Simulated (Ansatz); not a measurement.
A short molecular-dynamics run on `C=C1C[SiH]1[SiH3]`.

```yaml
crystal:
  periodic: [false, false, false]
  atoms:
    - {symbol: C, position_ang: [-0.518750, 2.141510, 0.927143]}
    - {symbol: C, position_ang: [-0.592557, 1.034781, 0.211857]}
    - {symbol: C, position_ang: [-1.551111, -0.102710, 0.033706]}
    - {symbol: Si, position_ang: [0.033672, -0.201082, -0.978297]}
    - {symbol: Si, position_ang: [1.697882, -1.660698, -0.278906]}
    - {symbol: H, position_ang: [0.336147, 2.805969, 0.856430]}
    - {symbol: H, position_ang: [-1.312485, 2.432273, 1.612611]}
    - {symbol: H, position_ang: [-2.480153, 0.119321, -0.488756]}
    - {symbol: H, position_ang: [-1.692421, -0.774545, 0.878287]}
    - {symbol: H, position_ang: [-0.070770, 0.108647, -2.425513]}
    - {symbol: H, position_ang: [1.601345, -2.965955, -0.986532]}
    - {symbol: H, position_ang: [3.048710, -1.090293, -0.527349]}
    - {symbol: H, position_ang: [1.520891, -1.882217, 1.180320]}
basis:
  gaussian: {orbitals: "6-31G*"}
hamiltonian: {xc: {name: PBE}, dispersion: d3bjatm}
md: {timestep: 0.5 fs, n_steps: 20, ensemble: nvt_nose_hoover, temperature: 1500, initial_velocities: maxwell_boltzmann, seed: 905}
```

```sh
$ ansatz run in.yaml --threads 4 --pin off --events-out ev --progress --plain --max-ram 10444MiB
```

| step | time (fs) | potential energy (eV) | kinetic (eV) | T (K) | conserved (eV) |
| --- | --- | --- | --- | --- | --- |
| 0 | 0.0 | -18981.0927 | 2.1328 | 1500 | -18978.9599 |
| 1 | 0.5 | -18981.0258 | 2.0669 | 1454 | -18978.9589 |
| 2 | 1.0 | -18980.8512 | 1.8951 | 1333 | -18978.9561 |
| 3 | 1.5 | -18980.6147 | 1.6626 | 1169 | -18978.9521 |
| 4 | 2.0 | -18980.3780 | 1.4294 | 1005 | -18978.9486 |
| 5 | 2.5 | -18980.1958 | 1.2491 | 878 | -18978.9468 |
| 6 | 3.0 | -18980.0964 | 1.1495 | 808 | -18978.9471 |
| 7 | 3.5 | -18980.0753 | 1.1265 | 792 | -18978.9490 |
| 8 | 4.0 | -18980.1038 | 1.1529 | 811 | -18978.9512 |
| 9 | 4.5 | -18980.1464 | 1.1940 | 840 | -18978.9529 |
| 10 | 5.0 | -18980.1748 | 1.2219 | 859 | -18978.9536 |
| 11 | 5.5 | -18980.1749 | 1.2223 | 860 | -18978.9535 |
| 12 | 6.0 | -18980.1457 | 1.1939 | 840 | -18978.9529 |
| 13 | 6.5 | -18980.0944 | 1.1437 | 804 | -18978.9520 |
| 14 | 7.0 | -18980.0326 | 1.0831 | 762 | -18978.9511 |
| 15 | 7.5 | -18979.9737 | 1.0254 | 721 | -18978.9502 |
| 16 | 8.0 | -18979.9320 | 0.9847 | 693 | -18978.9494 |
| 17 | 8.5 | -18979.9194 | 0.9728 | 684 | -18978.9491 |
| 18 | 9.0 | -18979.9410 | 0.9943 | 699 | -18978.9495 |
| 19 | 9.5 | -18979.9894 | 1.0417 | 733 | -18978.9509 |
| 20 | 10.0 | -18980.0440 | 1.0950 | 770 | -18978.9526 |

Velocities are drawn at the set temperature; a run this short doesn't reach equilibrium.

Frames (Å, forces in eV/Å):

```xyz
13
time=0.0 fs
C    -0.519    2.142    0.927    0.074    0.514    0.308
C    -0.593    1.035    0.212   -0.110   -0.415   -0.246
C    -1.551   -0.103    0.034   -0.116    0.071    0.096
Si    0.034   -0.201   -0.978    0.509   -0.314   -0.270
Si    1.698   -1.661   -0.279   -0.164    0.146   -0.119
H     0.336    2.806    0.856    0.286    0.261    0.009
H    -1.312    2.432    1.613   -0.264    0.128    0.246
H    -2.480    0.119   -0.489   -0.351    0.037   -0.172
H    -1.692   -0.775    0.878   -0.077   -0.262    0.282
H    -0.071    0.109   -2.426   -0.031    0.054   -0.263
H     1.601   -2.966   -0.987    0.011   -0.240   -0.098
H     3.049   -1.090   -0.527    0.247    0.070   -0.021
H     1.521   -1.882    1.180   -0.013   -0.051    0.248
13
time=0.5 fs
C    -0.516    2.147    0.935    0.260   -0.747   -0.721
C    -0.596    1.030    0.205    0.150    0.640    0.343
C    -1.557   -0.092    0.034    0.242   -0.801    0.896
Si    0.034   -0.204   -0.979    0.505   -0.425   -0.138
Si    1.700   -1.661   -0.277   -0.102   -0.016   -1.071
H     0.323    2.818    0.868    0.554    0.413   -0.027
H    -1.306    2.403    1.600   -0.889    0.421    0.833
H    -2.479    0.106   -0.471   -0.905    0.241   -0.548
H    -1.705   -0.791    0.884    0.088    0.209   -0.207
H    -0.061    0.096   -2.417   -0.061    0.113   -0.481
H     1.626   -2.981   -1.001   -0.017    0.036    0.075
H     3.051   -1.098   -0.528    0.279    0.123   -0.024
H     1.523   -1.864    1.142   -0.106   -0.206    1.070
13
time=1.0 fs
C    -0.512    2.153    0.942    0.479   -1.840   -1.670
C    -0.600    1.026    0.198    0.418    1.607    0.876
C    -1.562   -0.081    0.034    0.569   -1.587    1.556
Si    0.033   -0.206   -0.980    0.496   -0.530   -0.016
Si    1.702   -1.661   -0.276   -0.002   -0.149   -2.112
H     0.311    2.831    0.880    0.772    0.541   -0.053
H    -1.301    2.374    1.589   -1.495    0.663    1.382
H    -2.480    0.094   -0.455   -1.420    0.412   -0.886
H    -1.718   -0.807    0.890    0.239    0.618   -0.596
H    -0.051    0.084   -2.409   -0.088    0.167   -0.685
H     1.650   -2.996   -1.015   -0.053    0.289    0.240
H     3.054   -1.106   -0.530    0.300    0.170   -0.025
H     1.526   -1.846    1.106   -0.215   -0.362    1.989
13
time=1.5 fs
C    -0.509    2.158    0.949    0.637   -2.701   -2.434
C    -0.604    1.022    0.191    0.688    2.469    1.342
C    -1.568   -0.070    0.034    0.781   -2.252    2.023
Si    0.033   -0.209   -0.981    0.478   -0.623    0.086
Si    1.704   -1.662   -0.275    0.127   -0.258   -3.159
H     0.300    2.845    0.891    0.910    0.622   -0.068
H    -1.300    2.347    1.582   -1.956    0.825    1.794
H    -2.485    0.083   -0.441   -1.803    0.537   -1.137
H    -1.729   -0.821    0.893    0.368    0.950   -0.876
H    -0.041    0.072   -2.403   -0.111    0.214   -0.863
H     1.674   -3.010   -1.028   -0.096    0.510    0.390
H     3.057   -1.113   -0.531    0.307    0.210   -0.023
H     1.528   -1.829    1.074   -0.331   -0.504    2.925
13
time=2.0 fs
C    -0.506    2.163    0.955    0.635   -3.301   -2.924
C    -0.608    1.018    0.184    0.953    3.218    1.738
C    -1.573   -0.060    0.035    0.798   -2.783    2.266
Si    0.033   -0.212   -0.981    0.452   -0.697    0.156
Si    1.706   -1.662   -0.274    0.268   -0.354   -4.087
H     0.292    2.861    0.902    0.953    0.633   -0.072
H    -1.304    2.322    1.579   -2.152    0.898    1.983
H    -2.493    0.073   -0.429   -1.969    0.612   -1.263
H    -1.740   -0.833    0.895    0.476    1.203   -1.053
H    -0.032    0.061   -2.399   -0.131    0.251   -1.001
H     1.698   -3.022   -1.041   -0.144    0.695    0.522
H     3.062   -1.119   -0.532    0.300    0.243   -0.018
H     1.529   -1.814    1.050   -0.438   -0.617    3.755
13
time=2.5 fs
C    -0.502    2.167    0.961    0.417   -3.654   -3.107
C    -0.611    1.015    0.178    1.205    3.852    2.064
C    -1.578   -0.050    0.037    0.580   -3.188    2.289
Si    0.033   -0.215   -0.982    0.417   -0.748    0.187
Si    1.709   -1.663   -0.274    0.399   -0.451   -4.752
H     0.287    2.879    0.914    0.894    0.563   -0.068
H    -1.312    2.299    1.580   -2.019    0.901    1.911
H    -2.507    0.064   -0.420   -1.875    0.644   -1.254
H    -1.750   -0.842    0.895    0.562    1.380   -1.143
H    -0.023    0.050   -2.398   -0.147    0.275   -1.088
H     1.721   -3.034   -1.052   -0.195    0.844    0.634
H     3.067   -1.125   -0.533    0.279    0.268   -0.008
H     1.529   -1.800    1.035   -0.516   -0.685    4.336
13
time=3.0 fs
C    -0.499    2.171    0.967    0.002   -3.802   -3.020
C    -0.615    1.013    0.172    1.437    4.371    2.324
C    -1.583   -0.041    0.039    0.151   -3.481    2.123
Si    0.033   -0.218   -0.983    0.372   -0.773    0.174
Si    1.711   -1.663   -0.274    0.498   -0.556   -5.033
H     0.283    2.897    0.925    0.746    0.412   -0.058
H    -1.326    2.278    1.586   -1.585    0.866    1.612
H    -2.525    0.057   -0.415   -1.538    0.649   -1.125
H    -1.759   -0.848    0.891    0.627    1.488   -1.158
H    -0.014    0.040   -2.399   -0.159    0.287   -1.115
H     1.744   -3.043   -1.062   -0.248    0.956    0.726
H     3.072   -1.131   -0.534    0.245    0.286    0.005
H     1.527   -1.787    1.030   -0.546   -0.704    4.546
13
time=3.5 fs
C    -0.495    2.173    0.971   -0.528   -3.801   -2.749
C    -0.617    1.012    0.167    1.641    4.778    2.523
C    -1.588   -0.032    0.041   -0.415   -3.676    1.818
Si    0.033   -0.221   -0.983    0.316   -0.771    0.115
Si    1.713   -1.664   -0.274    0.551   -0.664   -4.884
H     0.281    2.917    0.935    0.531    0.193   -0.047
H    -1.343    2.259    1.596   -0.953    0.825    1.171
H    -2.547    0.052   -0.412   -1.029    0.645   -0.915
H    -1.766   -0.850    0.885    0.671    1.532   -1.110
H    -0.006    0.031   -2.403   -0.168    0.287   -1.081
H     1.767   -3.050   -1.070   -0.300    1.034    0.797
H     3.079   -1.135   -0.536    0.199    0.298    0.021
H     1.525   -1.776    1.036   -0.517   -0.679    4.340
13
time=4.0 fs
C    -0.491    2.175    0.975   -1.074   -3.701   -2.391
C    -0.620    1.011    0.162    1.809    5.073    2.666
C    -1.593   -0.025    0.043   -1.016   -3.779    1.426
Si    0.034   -0.224   -0.984    0.250   -0.742    0.015
Si    1.715   -1.664   -0.275    0.560   -0.765   -4.350
H     0.281    2.937    0.946    0.278   -0.073   -0.038
H    -1.363    2.243    1.609   -0.250    0.798    0.680
H    -2.571    0.048   -0.412   -0.439    0.641   -0.671
H    -1.771   -0.849    0.876    0.694    1.512   -1.002
H     0.002    0.022   -2.409   -0.174    0.275   -0.988
H     1.788   -3.054   -1.076   -0.351    1.079    0.848
H     3.086   -1.139   -0.537    0.144    0.305    0.041
H     1.521   -1.767    1.052   -0.433   -0.624    3.763
13
time=4.5 fs
C    -0.488    2.176    0.979   -1.560   -3.538   -2.022
C    -0.622    1.012    0.158    1.935    5.257    2.757
C    -1.598   -0.018    0.046   -1.563   -3.782    0.985
Si    0.034   -0.227   -0.985    0.175   -0.686   -0.116
Si    1.718   -1.665   -0.276    0.536   -0.844   -3.554
H     0.281    2.957    0.957    0.018   -0.360   -0.035
H    -1.383    2.228    1.624    0.419    0.786    0.214
H    -2.596    0.045   -0.413    0.148    0.641   -0.428
H    -1.775   -0.844    0.865    0.696    1.424   -0.835
H     0.010    0.014   -2.418   -0.178    0.254   -0.844
H     1.809   -3.056   -1.080   -0.399    1.094    0.879
H     3.093   -1.142   -0.538    0.082    0.309    0.064
H     1.516   -1.759    1.078   -0.310   -0.556    2.935
13
time=5.0 fs
C    -0.485    2.177    0.982   -1.949   -3.337   -1.684
C    -0.624    1.014    0.154    2.014    5.331    2.799
C    -1.604   -0.012    0.049   -1.990   -3.672    0.513
Si    0.034   -0.230   -0.986    0.091   -0.608   -0.266
Si    1.720   -1.666   -0.277    0.496   -0.891   -2.636
H     0.281    2.976    0.967   -0.225   -0.644   -0.039
H    -1.403    2.215    1.639    0.992    0.787   -0.187
H    -2.621    0.045   -0.415    0.676    0.646   -0.213
H    -1.777   -0.835    0.852    0.675    1.261   -0.605
H     0.017    0.007   -2.428   -0.182    0.227   -0.663
H     1.829   -3.055   -1.082   -0.445    1.079    0.891
H     3.100   -1.145   -0.539    0.015    0.309    0.088
H     1.511   -1.753    1.110   -0.169   -0.488    2.000
13
time=5.5 fs
C    -0.482    2.176    0.985   -2.234   -3.117   -1.394
C    -0.626    1.016    0.151    2.044    5.296    2.795
C    -1.610   -0.007    0.053   -2.263   -3.431    0.016
Si    0.034   -0.233   -0.986   -0.002   -0.509   -0.423
Si    1.722   -1.667   -0.279    0.455   -0.898   -1.719
H     0.281    2.994    0.978   -0.431   -0.905   -0.050
H    -1.420    2.204    1.653    1.442    0.791   -0.506
H    -2.644    0.045   -0.417    1.112    0.651   -0.034
H    -1.778   -0.824    0.837    0.629    1.012   -0.305
H     0.023    0.000   -2.441   -0.184    0.196   -0.456
H     1.848   -3.051   -1.082   -0.485    1.035    0.883
H     3.107   -1.147   -0.540   -0.053    0.308    0.113
H     1.505   -1.748    1.147   -0.028   -0.429    1.081
13
time=6.0 fs
C    -0.480    2.175    0.988   -2.428   -2.887   -1.152
C    -0.627    1.020    0.148    2.026    5.155    2.747
C    -1.616   -0.002    0.056   -2.373   -3.050   -0.511
Si    0.034   -0.236   -0.987   -0.101   -0.394   -0.574
Si    1.725   -1.668   -0.281    0.422   -0.863   -0.881
H     0.279    3.009    0.988   -0.591   -1.128   -0.068
H    -1.433    2.195    1.667    1.769    0.794   -0.746
H    -2.665    0.048   -0.420    1.447    0.652    0.104
H    -1.776   -0.810    0.822    0.558    0.670    0.069
H     0.030   -0.006   -2.454   -0.187    0.163   -0.238
H     1.866   -3.046   -1.080   -0.521    0.962    0.855
H     3.115   -1.148   -0.540   -0.120    0.306    0.137
H     1.499   -1.744    1.187    0.099   -0.381    0.256
13
time=6.5 fs
C    -0.479    2.174    0.990   -2.548   -2.654   -0.951
C    -0.627    1.025    0.146    1.963    4.916    2.658
C    -1.623    0.002    0.059   -2.328   -2.531   -1.069
Si    0.034   -0.240   -0.988   -0.206   -0.265   -0.709
Si    1.727   -1.669   -0.282    0.401   -0.787   -0.155
H     0.276    3.022    0.998   -0.697   -1.304   -0.091
H    -1.442    2.188    1.678    1.983    0.791   -0.913
H    -2.682    0.051   -0.422    1.683    0.647    0.205
H    -1.774   -0.795    0.806    0.466    0.237    0.514
H     0.035   -0.012   -2.468   -0.189    0.130   -0.022
H     1.882   -3.037   -1.075   -0.550    0.857    0.807
H     3.122   -1.148   -0.540   -0.185    0.304    0.160
H     1.493   -1.740    1.227    0.206   -0.343   -0.437
13
time=7.0 fs
C    -0.478    2.172    0.992   -2.607   -2.423   -0.783
C    -0.628    1.031    0.144    1.861    4.587    2.530
C    -1.630    0.006    0.062   -2.148   -1.897   -1.642
Si    0.034   -0.243   -0.989   -0.315   -0.128   -0.820
Si    1.730   -1.670   -0.284    0.389   -0.670    0.453
H     0.272    3.031    1.008   -0.748   -1.426   -0.117
H    -1.447    2.182    1.687    2.095    0.780   -1.016
H    -2.695    0.057   -0.424    1.827    0.635    0.273
H    -1.771   -0.779    0.792    0.360   -0.268    1.012
H     0.041   -0.018   -2.482   -0.191    0.100    0.184
H     1.897   -3.027   -1.069   -0.572    0.721    0.739
H     3.128   -1.148   -0.540   -0.243    0.302    0.181
H     1.488   -1.738    1.267    0.292   -0.314   -0.993
13
time=7.5 fs
C    -0.477    2.169    0.994   -2.616   -2.196   -0.643
C    -0.628    1.038    0.143    1.725    4.177    2.365
C    -1.638    0.009    0.064   -1.858   -1.205   -2.192
Si    0.035   -0.246   -0.990   -0.427    0.016   -0.903
Si    1.732   -1.671   -0.286    0.383   -0.513    0.955
H     0.266    3.038    1.018   -0.743   -1.490   -0.146
H    -1.446    2.179    1.694    2.116    0.759   -1.060
H    -2.704    0.064   -0.425    1.885    0.613    0.309
H    -1.766   -0.763    0.781    0.252   -0.796    1.518
H     0.046   -0.024   -2.496   -0.193    0.073    0.370
H     1.911   -3.015   -1.061   -0.586    0.551    0.650
H     3.134   -1.146   -0.540   -0.294    0.301    0.199
H     1.483   -1.736    1.304    0.357   -0.291   -1.421
13
time=8.0 fs
C    -0.477    2.166    0.996   -2.578   -1.974   -0.528
C    -0.627    1.045    0.143    1.565    3.696    2.162
C    -1.646    0.012    0.066   -1.483   -0.541   -2.651
Si    0.035   -0.250   -0.991   -0.539    0.163   -0.955
Si    1.735   -1.672   -0.288    0.376   -0.319    1.372
H     0.257    3.040    1.027   -0.682   -1.494   -0.176
H    -1.441    2.177    1.699    2.047    0.728   -1.047
H    -2.708    0.072   -0.426    1.857    0.584    0.315
H    -1.761   -0.750    0.773    0.156   -1.269    1.964
H     0.050   -0.029   -2.508   -0.195    0.050    0.534
H     1.923   -3.002   -1.051   -0.590    0.348    0.539
H     3.139   -1.144   -0.538   -0.337    0.301    0.213
H     1.479   -1.735    1.337    0.404   -0.274   -1.741
13
time=8.5 fs
C    -0.477    2.163    0.998   -2.491   -1.758   -0.440
C    -0.626    1.054    0.142    1.385    3.154    1.922
C    -1.655    0.015    0.068   -1.041   -0.008   -2.934
Si    0.035   -0.253   -0.992   -0.652    0.310   -0.975
Si    1.738   -1.673   -0.290    0.364   -0.089    1.722
H     0.248    3.039    1.036   -0.566   -1.436   -0.205
H    -1.430    2.177    1.701    1.887    0.688   -0.975
H    -2.708    0.082   -0.425    1.742    0.549    0.288
H    -1.756   -0.739    0.770    0.084   -1.596    2.266
H     0.054   -0.034   -2.520   -0.196    0.031    0.670
H     1.934   -2.988   -1.041   -0.583    0.112    0.409
H     3.144   -1.142   -0.537   -0.371    0.302    0.224
H     1.476   -1.735    1.366    0.437   -0.259   -1.971
13
time=9.0 fs
C    -0.478    2.159    1.000   -2.345   -1.551   -0.386
C    -0.625    1.063    0.143    1.192    2.559    1.646
C    -1.664    0.017    0.069   -0.535    0.307   -2.963
Si    0.035   -0.256   -0.993   -0.762    0.456   -0.965
Si    1.740   -1.674   -0.291    0.344    0.172    2.023
H     0.237    3.035    1.045   -0.396   -1.314   -0.233
H    -1.415    2.179    1.700    1.628    0.638   -0.835
H    -2.703    0.093   -0.424    1.533    0.510    0.223
H    -1.750   -0.733    0.772    0.040   -1.697    2.352
H     0.058   -0.039   -2.530   -0.197    0.017    0.778
H     1.944   -2.973   -1.029   -0.566   -0.153    0.261
H     3.147   -1.139   -0.535   -0.394    0.303    0.230
H     1.475   -1.735    1.391    0.458   -0.247   -2.131
13
time=9.5 fs
C    -0.479    2.155    1.001   -2.129   -1.352   -0.374
C    -0.624    1.072    0.143    0.990    1.919    1.334
C    -1.672    0.020    0.069    0.045    0.365   -2.704
Si    0.034   -0.259   -0.994   -0.869    0.597   -0.926
Si    1.743   -1.675   -0.292    0.311    0.456    2.288
H     0.225    3.027    1.053   -0.173   -1.129   -0.259
H    -1.396    2.182    1.698    1.261    0.582   -0.619
H    -2.695    0.105   -0.423    1.223    0.471    0.117
H    -1.745   -0.730    0.779    0.015   -1.545    2.193
H     0.061   -0.044   -2.538   -0.198    0.008    0.858
H     1.952   -2.959   -1.016   -0.538   -0.439    0.100
H     3.150   -1.134   -0.532   -0.408    0.304    0.232
H     1.474   -1.736    1.411    0.470   -0.237   -2.239
13
time=10.0 fs
C    -0.481    2.151    1.003   -1.832   -1.163   -0.415
C    -0.622    1.082    0.144    0.780    1.241    0.987
C    -1.681    0.023    0.069    0.714    0.194   -2.181
Si    0.034   -0.263   -0.996   -0.972    0.733   -0.860
Si    1.746   -1.676   -0.294    0.267    0.752    2.524
H     0.212    3.017    1.060    0.097   -0.885   -0.280
H    -1.374    2.187    1.694    0.780    0.522   -0.317
H    -2.684    0.118   -0.421    0.808    0.436   -0.037
H    -1.739   -0.731    0.792   -0.007   -1.175    1.815
H     0.063   -0.049   -2.544   -0.198    0.003    0.909
H     1.959   -2.946   -1.004   -0.501   -0.735   -0.067
H     3.151   -1.130   -0.529   -0.413    0.305    0.230
H     1.474   -1.737    1.425    0.476   -0.227   -2.308
```

It took 14 s on 4 threads of a server CPU on a shared host, with 0.6 GiB of host memory at the peak.
